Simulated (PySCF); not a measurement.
## Electron correlation in C(2+) (carbon, charge +2)

[He] 2s1 2p1, high-spin 3P determinant (an excited configuration). All numbers are calculated (PySCF 2.14, the spin-free X2C one-electron Hamiltonian (Gaussian nucleus), in x2c-TZVPPall (5s3p2d1f, 31 functions)). Frozen: nothing; 4 electrons correlated.

| level | correlation energy (mhartree) |
| --- | --- |
| CCSD | -21.25 |
| (T) | -0.02 |
| CCSD(T) | -21.27 |
| CCSDT | -21.26 |

Diagnostics: T1 = 0.00089, D1 = 0.0022, largest double amplitude 0.025.

Task: Is a single reference adequate?

Result: Yes: T1 lies below 0.03 and no double amplitude reaches 0.07.

This basis was not built for core-valence correlation, so the inner-shell part is incomplete.
